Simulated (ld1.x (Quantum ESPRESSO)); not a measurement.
**K (Z = 19): variants of one TM potential**

Base potential:

ld1.x (Quantum ESPRESSO) 7.5 input, shortened:

```
&input
   title='K', zed=19., rel=2, dft='PBE', iswitch=3,
   config='[Ar] 3d0 4s0 4p0', rel_dist='average'
 /
 &inputp
   pseudotype=2, tm=.true., lloc=-1, rcloc=1.55,
   nlcc=.true., new_core_ps=.true., rcore=1.30
 /
3
3S  1  0   2.00   0.00  1.65  1.65  0.0
3P  2  1   6.00   0.00  1.35  1.35  0.0
3D  3  2   0.00   0.00  2.35  2.35  0.0
 &test
   configts(1)='3s2 3p6 3d0 4s0 4p0'
 /
```

Open shells are filled in proportion to 2j + 1 (rel_dist='average').

All-electron outer shells of the reference configuration (PBE, scalar-relativistic, ld1.x):

| shell | level (eV) | outermost node (bohr) | outermost maximum (bohr) |
| --- | --- | --- | --- |
| 2p | -286.28 | – | 0.26 |
| 3s | -41.45 | 0.48 | 1.08 |
| 3p | -24.88 | 0.45 | 1.15 |
| 4s | -6.22 | 1.56 | 3.51 |
| 3d | -3.81 | – | 1.76 |
| 4p | -3.75 | 1.81 | 4.34 |

Cutoffs, loose and tight: the cutoffs (Ry, on a coarse ladder) from which the occupation-weighted sum of valence levels, in a spherical-Bessel basis at the reference potential, stays within 10 and 1 mRy of its value at 400 Ry. They do not see the model core or the augmentation charge, which bear on the density cutoff. Test errors are all-electron minus pseudo excitation energies from the reference, over the configurations 3s2 3p6 3d0 4s1 4p0; 3s2 3p6 3d0 4s0.5 4p0; 3s2 3p6 3d0 4s0 4p1; 3s2 3p6 3d1 4s0 4p0; 3s1 3p6 3d0 4s1 4p0; 3s2 3p5 3d0 4s1 4p0; 3s2 3p6 3d0.5 4s0.5 4p0. A dash means not determined; rows that change the core or the reference have their own tests.

Cutoffs are not given where the Bessel-basis levels miss the radial ones by over 6 mRy, ghosts where they miss by over 20 mRy; a channel whose overlap is not positive is not tested.

| change | outcome | cutoff, loose | cutoff, tight | bound ghosts | largest test error (meV) |
| --- | --- | --- | --- | --- | --- |
| base | generated | – | – | not determined | +124 |
| wave 3d (bound): rc 2.35 bohr becomes 3d (bound): rc 3.32 bohr | generated | – | – | not determined | +124 |
| local potential the s channel | generated | – | – | none | +262 |
| wave 3s (bound): rc 1.65 bohr becomes 3s (bound): rc 1.70 bohr | generated | – | – | not determined | +140 |
| wave 3p (bound): rc 1.35 bohr becomes 3p (bound): rc 1.72 bohr | generated | – | – | none | +123 |
| core correction none | generated | – | – | not determined | +128 |
| wave 3s (bound): rc 1.65 bohr becomes 3s (bound): rc 1.12 bohr | generated | – | – | not determined | +27 |
| core correction Bessel-smoothed model core inside 1.28 bohr | generated | – | – | not determined | +124 |

**Question.** What comes out with this change to the base: scalar-relativistic?

**Answer.** outcome: generated; cutoff, loose: 50 Ry; cutoff, tight: 70 Ry; bound ghosts: none; largest test error (meV): +121.

**Question.** What comes out with this change to the base: local potential all-electron potential smoothed inside 1.06 bohr (lloc = -1)?

**Answer.** outcome: generated; bound ghosts: not determined; largest test error (meV): +308.
